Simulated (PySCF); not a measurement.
**NMR parameters of [TaOCl4]-**

[TaOCl4]-, [Cl4OTa]-, point group C4v.

Geometry:
```json
{"atom": "Ta1", "x (Å)": "0.000", "y (Å)": "0.000", "z (Å)": "0.110"}
{"atom": "O2", "x (Å)": "-0.002", "y (Å)": "-0.008", "z (Å)": "1.823"}
{"atom": "Cl3", "x (Å)": "2.318", "y (Å)": "0.002", "z (Å)": "-0.482"}
{"atom": "Cl4", "x (Å)": "0.000", "y (Å)": "2.321", "z (Å)": "-0.471"}
{"atom": "Cl5", "x (Å)": "-2.317", "y (Å)": "0.001", "z (Å)": "-0.488"}
{"atom": "Cl6", "x (Å)": "0.001", "y (Å)": "-2.317", "z (Å)": "-0.492"}
```

Total charge -1.

GIAO calculations in PySCF 2.14 on the PBE0-D3(BJ)/def2-SVP structure: isolated species, scalar relativity only through the core potential, equivalent atoms averaged; basis pcSseg-1 (def2-TZVP on Ta).

Task: Give the isotropic shieldings (ppm) with PBE0, wB97X-D.

Result: 
| atoms | environment | PBE0 | wB97X-D |
| --- | --- | --- | --- |
| Cl3/Cl4/Cl5/Cl6 | chlorine bonded to Ta | 645 | 673 |
| O2 | oxygen bonded to Ta | -528.2 | -526.4 |
| HOMO–LUMO gap (eV) | – | 5.54 | 9.13 |

Task: And the chemical shifts, against references computed in the same way?

Result: 
```tsv
atoms	nucleus, reference	PBE0	wB97X-D
Cl3/Cl4/Cl5/Cl6	35Cl, HCl	299	266
O2	17O, H2O	862.8	859.6
```

Task: Which part of the shielding of Cl3/Cl4/Cl5/Cl6 depends on the functional?

Result: Diamagnetic: PBE0 1149, wB97X-D 1149 ppm; paramagnetic: PBE0 -504, wB97X-D -476 ppm. The diamagnetic part, set mainly by inner electrons, hardly moves; the paramagnetic part goes with low-lying magnetically allowed excitations and carries the spread.

Ta is described by an effective core potential, so it has no shielding of its own here; spin–orbit effects on the atoms bonded to it, which can be large, are absent, and the values of these neighbours are rough. Unscaled 17O shifts of doubly bonded oxygen tend to come out too high, by tens of ppm or more. Experimental scales use liquid or dissolved standards, which lie at an offset from isolated H2O (liquid H2O: subtract about 36 ppm).
